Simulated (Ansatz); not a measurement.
Consider the formal exchange of groups at the Al–N bond: `OB[NH][AlH2]` + `[F][GeH3]` → `[F][GeH2][AlH2]` + `NBO`.

Program: Ansatz. Geometries: PBE0-D4/def2-TZVP. ΔE: electronic, gas phase. CBS: MP2 limit from def2 TZ/QZ plus the TZ coupled-cluster correction, frozen cores. This one scheme is used for every species. DFT in def2-TZVPP. B3LYP here is the variant with VWN-RPA as its local correlation; programs differ in this. HSE06 is defined as in plane-wave codes. For Ge outer-core shells are correlated without core-valence functions, which leaves a few kJ/mol of doubt a bond. Scalar relativity is left out up to krypton. One conformer a species, not always the lowest.

`OB[NH][AlH2]`:

```xyz
9

O    -0.224    0.091   -1.903
B    -0.900   -0.485   -0.868
N    -0.481   -0.379    0.493
Al    0.943    0.477    1.153
H     0.564    0.577   -1.640
H    -1.888   -1.100   -1.159
H    -1.092   -0.862    1.137
H     1.225    0.469    2.706
H     1.854    1.212    0.081
```

`[F][GeH3]`:

Cartesian coordinates in Å:
```
F 1.607 0.370 -0.082
Ge -0.089 -0.020 0.005
H -0.825 1.309 0.206
H -0.442 -0.691 -1.328
H -0.250 -0.968 1.199
```

`[F][GeH2][AlH2]`:

Cartesian coordinates in Å:
```
F 1.803 1.344 -0.113
Ge 0.989 -0.186 0.181
Al -1.449 0.140 -0.229
H 1.697 -1.188 -0.758
H 1.380 -0.559 1.629
H -2.415 -1.103 -0.031
H -2.005 1.552 -0.679
```

`NBO`:

```xyz
7

N    -0.647   -0.850    0.009
B     0.363    0.110   -0.082
O     0.078    1.403    0.273
H    -1.577   -0.631    0.325
H    -0.505   -1.812   -0.235
H     1.457   -0.207   -0.467
H     0.831    1.985    0.177
```

Question: Is it downhill or uphill in electronic energy at CCSD(T)/CBS, and by how much? (Best estimate.)

Answer: The calculation gave: Uphill: ΔE = +0.69 eV.

Question: What do these levels give: revPBE-D4, BLYP-D4, B97M-V, r2SCANh-D4, HSE06-D4, BHLYP-D4, CAM-B3LYP-D4, ωB97X-V, B3LYP, CAM-B3LYP, HF/def2-TZVPP, HF/def2-QZVPP? (Best estimate.)

Answer: The calculation gave: revPBE-D4 0.56, BLYP-D4 0.63, B97M-V 0.75, r2SCANh-D4 0.66, HSE06-D4 0.56, BHLYP-D4 0.69, CAM-B3LYP-D4 0.69, ωB97X-V 0.67, B3LYP 0.61, CAM-B3LYP 0.68, HF/def2-TZVPP 0.72, HF/def2-QZVPP 0.74 eV.

Largest T1 diagnostic among the species: 0.012.

From PBE to PBE0 (25 % exact exchange), in def2-TZVPP and without D4, ΔE moves by +0.04 eV. At CCSD(T), def2-SVP lies +0.08 eV from the extrapolated value and def2-TZVPP +0.03 eV. The D4 term adds +0.03 eV with B3LYP and +0.02 eV with PBE0; it sums over pairs of atoms, weighted by their polarisabilities, and B3LYP, whose exchange is more repulsive, gets the larger term.
